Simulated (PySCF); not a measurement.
An unknown is described by computed data only.

Formula: C8H10.

- Rotational structure: rotational constants A, B, C: 5.096, 1.505, 1.287 GHz [GFN2-xTB]
- Dipole: 0.72 D [PBE0/def2-SVPD]
- UV, strongest line: among the 6 lowest singlet transitions: S3 at 6.05 eV (205 nm, f = 0.170) [TDDFT PBE0/def2-SVPD]
- 1H NMR: chemical shifts (computed TMS as zero) by class: 6.57 (1 H), 6.27 (1 H), 5.90 (1 H), 2.19 (3 H), 1.41 (2 H), 1.40 (2 H) ppm [GIAO PBE0/pcSseg-1]
- Triplet: lowest triplet excitation (Tamm–Dancoff): 3.02 eV [TDA PBE0/def2-SVPD]
- 13C NMR: chemical shifts (computed TMS as zero) by class: 149.0 (1 C), 147.3 (1 C), 141.4 (1 C), 139.3 (1 C), 40.5 (1 C), 18.4 (1 C), 14.6 (2 C) ppm [GIAO PBE0/pcSseg-1]

The electronic properties come from PySCF, for the isolated species, density fitting. Levels stand in brackets. NMR shifts are as computed; neighbouring signals can stand in another order in a measured spectrum. Isolated species at its GFN2-xTB geometry, gas phase. Each NMR value is the plain mean over a class of atoms that symmetry, rotation or inversion makes alike.

Problem. Propose a structure and show how it fits.

Solution. Numbering: `[CH3:1][C:2]1=[CH:3][C:4]2([CH:5]=[CH:6]1)[CH2:7][CH2:8]2`. Its formula, C8H10, gives 4 degrees of unsaturation: 2 rings and 2 π bonds in the structure found. 8 carbons fall into 7 classes; from least to most shielded: alkene CH carbon [C5] (149.0 ppm), fully substituted alkene carbon [C2] (147.3 ppm), alkene CH carbon [C3] (141.4 ppm), alkene CH carbon [C6] (139.3 ppm), sp3 carbon at a ring junction [C4] (40.5 ppm), allylic carbon [C1] (18.4 ppm), three-membered-ring carbon [C7/C8] (14.6 ppm, 2 C). Hydrogen classes from least to most shielded: 1 H on an alkene CH carbon, C6 (6.57 ppm), 1 H on an alkene CH carbon, C5 (6.27 ppm), 1 H on an alkene CH carbon, C3 (5.90 ppm), 3 H on an allylic carbon, C1 (2.19 ppm), 2 H on 2 three-membered-ring carbons, C7/C8 (1.41 ppm), 2 H on 2 three-membered-ring carbons, C7/C8 (1.40 ppm). The optimised geometry has point group Cs and is an asymmetric top. Structure: 5-methylspiro(2.4)hepta-4,6-diene (`C1C(=CC2(C=1)CC2)C`). Computed isomers that give other values at the same levels: `CCC=C1C=CC=C1` (13C chemical shifts (computed TMS as zero) by class: 156.3 (1 C), 151.2 (1 C), 139.8 (1 C), 137.5 (1 C), 131.7 (1 C), 123.4 (1 C), 30.2 (1 C), 16.5 (1 C) ppm); `C1=CC1=CC1CCC1` (13C chemical shifts (computed TMS as zero) by class: 142.4 (1 C), 142.0 (1 C), 114.6 (1 C), 91.8 (1 C), 39.2 (1 C), 31.2 (2 C), 17.0 (1 C) ppm); `C#CC/C=C/C1CC1` (13C chemical shifts (computed TMS as zero) by class: 145.0 (1 C), 130.9 (1 C), 87.0 (1 C), 75.5 (1 C), 26.6 (1 C), 18.6 (1 C), 9.0 (2 C) ppm). The assignments are read from this structure; whether some other isomer fits the data as well wasn't checked.
